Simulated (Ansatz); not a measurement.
Dissociation curve of GeC, lowest triplet found (which spin is the ground state isn't settled by this scan).

UMP2 = MP2 on UHF/cc-pVDZ, cores with 3d frozen in Ansatz (a quantum-chemistry and plane-wave program); FCI = full CI/cc-pVDZ, cores with 3d frozen in Ansatz.

Energies relative to the lowest point of each curve between 1.54 and 2.21 Å, where full CI is lowest, in kJ/mol:

```tsv
R / Å	UMP2
1.40	430.2
1.54	138.8
1.63	53.6
1.69	23.1
1.80	0.5
1.86	0.0
1.90	2.9
1.99	16.0
2.04	26.2
2.13	48.1
2.21	70.0
2.34	108.2
```

Problem. Estimate the FCI values at these points.

Solution. 1.40: 479.3; 1.54: 171.9; 1.63: 72.1; 1.69: 33.3; 1.80: 1.8; 1.86: 0.0; 1.90: 2.7; 1.99: 17.5; 2.04: 29.4; 2.13: 54.9; 2.21: 79.9; 2.34: 121.8 (kJ/mol).

The scan ran from 1.40 to 6.64 Å; beyond the distances shown full CI changes its symmetry label. The unrestricted determinant behind UMP2 is spin-contaminated at 1.54 to 2.34 Å (<S²> up to 2.9, against 2.00 for a pure triplet).
